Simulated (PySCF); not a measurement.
PySCF job for C₅H₇BO, SMILES C#CB1OC[C@@H]1C, TDA-M06-2X/def2-SVPD. Coordinates come from a PBE0-D3(BJ)/def2-SVP optimisation. The structure was generated by enumeration; whether it is a known compound was not checked.

```python
import numpy as np
from pyscf import gto, scf, dft, tdscf

mol = gto.M(
    atom='''
    C     2.98782970    0.47117606    0.40940591
    C     1.84454461    0.09836525    0.22057161
    B     0.38827773   -0.30654726    0.02354677
    O    -0.07616461   -1.35725320   -0.71315821
    C    -1.44393302   -0.98727675   -0.41047906
    C    -1.04549036    0.20576375    0.47934434
    C    -1.53627358    1.58889339    0.09284833
    H     4.00152916    0.79232256    0.57061722
    H    -1.96736141   -1.82105509    0.08373496
    H    -1.97909904   -0.71926946   -1.33608082
    H    -1.24256342    0.00237424    1.54515425
    H    -1.02400099    2.36445452    0.68205411
    H    -2.61942385    1.70489383    0.26157031
    H    -1.34121620    1.80551133   -0.96966512
    ''',
    basis='def2-SVPD',
    charge=0,
    spin=0,
    max_memory=1600,
    verbose=4,
)
mf = dft.RKS(mol, xc='m06-2x').density_fit(auxbasis='def2-universal-jkfit')
mf.grids.level = 4
mf.conv_tol = 1e-9
mf.max_cycle = 100
mf.kernel()
mf.grids = dft.Grids(mol).set(level=2).build(with_non0tab=True)  # coarser grid for the response kernel
td = tdscf.TDA(mf)
td.singlet = True
td.nstates = 10
td.conv_tol = 1e-4
td.positive_eig_threshold = 1e-6
td.kernel(x0=td.get_init_guess(mf, 15))
td.analyze()
tt = tdscf.TDA(mf)
tt.singlet = False
tt.nstates = 4
tt.conv_tol = 1e-4
tt.positive_eig_threshold = 1e-6
tt.kernel(x0=tt.get_init_guess(mf, 9))
tt.analyze(verbose=3)
```

It prints:

```
PySCF version 2.14.0

[INPUT] verbose = 4
[INPUT] num. atoms = 14
[INPUT] num. electrons = 50
[INPUT] charge = 0
[INPUT] spin (= nelec alpha-beta = 2S) = 0
[INPUT] symmetry False subgroup None
[INPUT] Mole.unit = angstrom
[INPUT] Symbol           X                Y                Z      unit          X                Y                Z       unit  Magmom
[INPUT]  1 C      2.987829700000   0.471176060000   0.409405910000 AA    5.646179839841   0.890393709852   0.773665043678 Bohr   0.0
[INPUT]  2 C      1.844544610000   0.098365250000   0.220571610000 AA    3.485684137443   0.185883382674   0.416819933754 Bohr   0.0
[INPUT]  3 B      0.388277730000  -0.306547260000   0.023546770000 AA    0.733738569968  -0.579290365636   0.044496946418 Bohr   0.0
[INPUT]  4 O     -0.076164610000  -1.357253200000  -0.713158210000 AA   -0.143930253284  -2.564836829690  -1.347673700385 Bohr   0.0
[INPUT]  5 C     -1.443933020000  -0.987276750000  -0.410479060000 AA   -2.728637950016  -1.865682666651  -0.775693003269 Bohr   0.0
[INPUT]  6 C     -1.045490360000   0.205763750000   0.479344340000 AA   -1.975690446273   0.388837133863   0.905829521960 Bohr   0.0
[INPUT]  7 C     -1.536273580000   1.588893390000   0.092848330000 AA   -2.903136318605   3.002573348232   0.175457914823 Bohr   0.0
[INPUT]  8 H      4.001529160000   0.792322560000   0.570617220000 AA    7.561794191861   1.497272640714   1.078310267761 Bohr   0.0
[INPUT]  9 H     -1.967361410000  -1.821055090000   0.083734960000 AA   -3.717774252938  -3.441295377845   0.158236141451 Bohr   0.0
[INPUT] 10 H     -1.979099040000  -0.719269460000  -1.336080820000 AA   -3.739955158990  -1.359222289164  -2.524826830084 Bohr   0.0
[INPUT] 11 H     -1.242563420000   0.002374240000   1.545154250000 AA   -2.348104556203   0.004486663354   2.919918352708 Bohr   0.0
[INPUT] 12 H     -1.024000990000   2.364454520000   0.682054110000 AA   -1.935081422383   4.468171476790   1.288895470034 Bohr   0.0
[INPUT] 13 H     -2.619423850000   1.704893830000   0.261570310000 AA   -4.949993680654   3.221782410161   0.494296248218 Bohr   0.0
[INPUT] 14 H     -1.341216200000   1.805511330000  -0.969665120000 AA   -2.534531291830   3.411921928499  -1.832401509344 Bohr   0.0

nuclear repulsion = 253.331103566718
number of shells = 85
number of NR pGTOs = 283
number of NR cGTOs = 199
basis = def2-SVPD
ecp = {}


[settings echo left out]
init E= -295.529622551245
  HOMO = -0.31340548862284  LUMO = -0.0883056973795977  gap/eV = 6.12528
cycle= 1 E= -294.364706862225  delta_E= 1.16  |g|= 0.59  |ddm|= 9.74
  HOMO = -0.28197703924114  LUMO = 0.010714829892251  gap/eV = 7.96455
cycle= 2 E= -294.330892982213  delta_E= 0.0338  |g|= 0.77  |ddm|= 1.81
  HOMO = -0.32779241122807  LUMO = -0.00980241375961155  gap/eV = 8.65295
cycle= 3 E= -294.44398164883  delta_E= -0.113  |g|= 0.0836  |ddm|= 0.956
  HOMO = -0.337447521864447  LUMO = -0.0108397839506575  gap/eV = 8.88745
cycle= 4 E= -294.445250830342  delta_E= -0.00127  |g|= 0.0451  |ddm|= 0.202
  HOMO = -0.335371035766916  LUMO = -0.00962956493136824  gap/eV = 8.86388
cycle= 5 E= -294.445704859547  delta_E= -0.000454  |g|= 0.0172  |ddm|= 0.109
  HOMO = -0.334203044665241  LUMO = -0.00864717090470357  gap/eV = 8.85883
cycle= 6 E= -294.445775564735  delta_E= -7.07e-05  |g|= 0.0044  |ddm|= 0.0263
  HOMO = -0.334384530505323  LUMO = -0.00862191178715266  gap/eV = 8.86445
cycle= 7 E= -294.445780284748  delta_E= -4.72e-06  |g|= 0.00087  |ddm|= 0.00808
  HOMO = -0.334440970046057  LUMO = -0.00867231344470021  gap/eV = 8.86462
cycle= 8 E= -294.445780488753  delta_E= -2.04e-07  |g|= 0.00027  |ddm|= 0.00229
  HOMO = -0.334429869106405  LUMO = -0.00865591796659615  gap/eV = 8.86476
cycle= 9 E= -294.445780511268  delta_E= -2.25e-08  |g|= 3.71e-05  |ddm|= 0.00159
  HOMO = -0.334425045616212  LUMO = -0.00864890207772584  gap/eV = 8.86482
cycle= 10 E= -294.445780511697  delta_E= -4.29e-10  |g|= 1.91e-05  |ddm|= 0.0002
  HOMO = -0.334429331472813  LUMO = -0.00865263814863404  gap/eV = 8.86484
Extra cycle  E= -294.445780511733  delta_E= -3.59e-11  |g|= 1.62e-05  |ddm|= 9.08e-05
converged SCF energy = -294.445780511733
tot grids = 116064
Overwritten attributes  positive_eig_threshold  of <class 'pyscf.tdscf.rks.TDA'>


******** <class 'pyscf.tdscf.rks.TDA'> for <class 'pyscf.df.df_jk.DFRKS'> ********
nstates = 10 singlet
deg_eia_thresh = 1.000e-03
wfnsym = None
conv_tol = 0.0001
eigh lindep = 1e-12
eigh level_shift = 0
eigh max_cycle = 100


Excitation energies (eV)
[4.9632385  5.95975822 6.18232676 6.67448689 7.01731328 7.47005564
 7.74023159 7.91724157 7.97844172 8.10113032]

** Singlet excitation energies and oscillator strengths **
Excited State   1:      4.96324 eV    249.81 nm  f=0.0008
      23 -> 26       -0.24058
      24 -> 28       -0.12255
      25 -> 26        0.62033
Excited State   2:      5.95976 eV    208.04 nm  f=0.0037
      22 -> 26        0.11508
      23 -> 26       -0.55549
      24 -> 28       -0.17471
      25 -> 26       -0.29039
Excited State   3:      6.18233 eV    200.55 nm  f=0.0476
      23 -> 28       -0.17015
      24 -> 26       -0.55917
      25 -> 28        0.31258
Excited State   4:      6.67449 eV    185.76 nm  f=0.0001
      21 -> 28       -0.11627
      23 -> 26        0.27657
      24 -> 28       -0.53502
      24 -> 30       -0.13102
      24 -> 31       -0.15870
      24 -> 32        0.17941
Excited State   5:      7.01731 eV    176.68 nm  f=0.0003
      22 -> 26        0.66571
      23 -> 26        0.10551
Excited State   6:      7.47006 eV    165.97 nm  f=0.0385
      25 -> 27        0.67222
Excited State   7:      7.74023 eV    160.18 nm  f=0.0121
      21 -> 26        0.43243
      23 -> 28        0.37623
      25 -> 28        0.33792
Excited State   8:      7.91724 eV    156.60 nm  f=0.2759
      21 -> 26       -0.36645
      23 -> 28        0.13555
      24 -> 26        0.23806
      24 -> 27        0.34517
      25 -> 28        0.36168
Excited State   9:      7.97844 eV    155.40 nm  f=0.1221
      21 -> 26       -0.26953
      24 -> 27       -0.56087
      24 -> 29        0.16132
      25 -> 28        0.19362
Excited State  10:      8.10113 eV    153.05 nm  f=0.0350
      23 -> 27        0.47862
      25 -> 29        0.45432
      25 -> 30        0.11606

** Transition electric dipole moments (AU) **
state          X           Y           Z        Dip. S.      Osc.
  1        -0.0130      0.0575     -0.0532      0.0063      0.0008
  2        -0.0055     -0.1334      0.0882      0.0256      0.0037
  3        -0.5243     -0.1608     -0.1155      0.3141      0.0476
  4        -0.0202      0.0179     -0.0010      0.0007      0.0001
  5        -0.0271     -0.0248     -0.0137      0.0015      0.0003
  6         0.0835     -0.3704     -0.2573      0.2104      0.0385
  7         0.2384     -0.0405     -0.0747      0.0641      0.0121
  8         1.0339      0.2986      0.5140      1.4222      0.2759
  9         0.5891      0.5037     -0.1553      0.6249      0.1221
 10        -0.3725      0.1831      0.0639      0.1764      0.0350

** Transition velocity dipole moments (imaginary part, AU) **
state          X           Y           Z        Dip. S.      Osc.
  1        -0.0044     -0.0021      0.0114      0.0002      0.0006
  2         0.0081     -0.0036     -0.0132      0.0003      0.0008
  3        -0.0710      0.0061      0.0015      0.0051      0.0149
  4        -0.0064      0.0037     -0.0009      0.0001      0.0002
  5        -0.0029     -0.0204     -0.0028      0.0004      0.0011
  6         0.0309     -0.0929     -0.0556      0.0127      0.0308
  7         0.0257      0.0341      0.0203      0.0022      0.0052
  8         0.1916      0.0000      0.0979      0.0463      0.1061
  9         0.1069      0.0859     -0.0738      0.0243      0.0551
 10        -0.0892      0.0625      0.0344      0.0130      0.0292

** Transition magnetic dipole moments (imaginary part, AU) **
state          X           Y           Z
  1         0.3402      0.2366      0.1427
  2        -0.3538     -0.3172     -0.1680
  3         0.0217     -0.1185      0.2397
  4        -0.1231      0.0629      0.0106
  5        -0.4427      0.0937     -0.0550
  6        -0.0504     -0.5523      0.1072
  7         0.0823     -0.6280      0.5623
  8        -0.0225      0.2068     -0.4356
  9         0.1921     -0.4937     -0.6187
 10         0.0206      0.2479     -0.9828


******** <class 'pyscf.tdscf.rks.TDA'> for <class 'pyscf.df.df_jk.DFRKS'> ********
nstates = 4 triplet
deg_eia_thresh = 1.000e-03
wfnsym = None
conv_tol = 0.0001
eigh lindep = 1e-12
eigh level_shift = 0
eigh max_cycle = 100


Excitation energies (eV)
[4.75901143 4.79415118 5.65435748 5.89968824]

** Triplet excitation energies and oscillator strengths **
Excited State   1:      4.75901 eV    260.53 nm  f=0.0000
Excited State   2:      4.79415 eV    258.62 nm  f=0.0000
Excited State   3:      5.65436 eV    219.27 nm  f=0.0000
Excited State   4:      5.89969 eV    210.15 nm  f=0.0000
```

The run converged.

Cost: around 15 core-minutes (rough).
